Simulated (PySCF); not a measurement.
A species of formula C6H11O2P has this rotational fingerprint, computed with PBE0/pcSseg-1 in PySCF (dipole) on a GFN2-xTB geometry, gas phase:

| Item | Value |
| --- | --- |
| Rotational constants | A = 1714, B = 1176, C = 994.9 MHz |
| Dipole components | \|μa\| = 0.08 D, \|μb\| = 1.23 D, \|μc\| = 2.17 D |
| Inertial defect | -216.45 u·Å² |
| κ | -0.50 |

Question: Which structure is it? (One computed conformer of each.)
A. `[CH3:1][O:2][C:3]1=[CH:4][CH2:5][P:6]([CH2:7][OH:8])[CH2:9]1` with C1–O2–C3–C4 1°, C5–P6–C7–O8 163°, P6–C7–O8–H 61°, C3–C4–C5–P6 -12°, C4–C5–P6–C7 -81°, C5–P6–C9–C3 -15°, O2–C3–C9–P6 -170°
B. `[CH3:1][O:2][C:3]1=[C:4]([CH3:5])[P@H:6](=[O:7])[CH2:8][CH2:9]1` with C1–O2–C3–C4 174°, C3–C4–P6–O7 138°, C4–P6–C8–C9 -21°, P6–C8–C9–C3 24°, O2–C3–C9–C8 166°
C. `[CH2:1]=[C:2]([CH3:3])[P@:4](=[O:5])([OH:6])/[CH:7]=[CH:8]\[CH3:9]` with C1–C2–P4–O5 149°, C2–P4–O6–H 111°, C2–P4–C7–C8 -88°
D. `[CH2:1]=[CH:2][CH2:3][P@:4](=[O:5])([OH:6])[CH:7]1[CH2:8][CH2:9]1` with C1–C2–C3–P4 108°, C2–C3–P4–O5 51°, C3–P4–O6–H 122°, C3–P4–C7–C8 -86°
E. `[CH3:1]/[CH:2]=[CH:3]\[P@H:4](=[O:5])[CH2:6][C:7]([CH3:8])=[O:9]` with C2–C3–P4–O5 -73°, C3–P4–C6–C7 -172°, P4–C6–C7–C8 -98°

Answer: C. It is C=C(C)[P@](=O)(O)/C=C\C, an asymmetric top, point group C1. The candidates at the same level (rigid rotor, commonest isotopes):

```
                 SMILES  A (MHz)  B (MHz)  C (MHz)  μa (D)  μb (D)  μc (D)  Δ (u·Å²)  point group                        rotor
 C/C=C\[P@H](=O)CC(C)=O     3253    702.5    688.7    2.24    2.20    2.36   -140.96           C1  near-prolate asymmetric top
  COC1=C(C)[P@H](=O)CC1     2532    995.5    750.2    5.27    2.50    1.38    -33.58           C1               asymmetric top
   C=CC[P@](=O)(O)C1CC1     2985    856.3    812.3    0.36    0.87    2.17   -137.36           C1  near-prolate asymmetric top
C=C(C)[P@](=O)(O)/C=C\C     1714     1176    994.9    0.08    1.23    2.17   -216.45           C1               asymmetric top
         COC1=CCP(CO)C1     2396    870.4    759.8    1.08    1.33    1.02   -126.41           C1               asymmetric top
```

`C/C=C\[P@H](=O)CC(C)=O` has A 90 % too high; `COC1=C(C)[P@H](=O)CC1` has A 48 % too high; `COC1=CCP(CO)C1` has A 40 % too high; `C=CC[P@](=O)(O)C1CC1` has A 74 % too high. No structure here is proved a minimum.
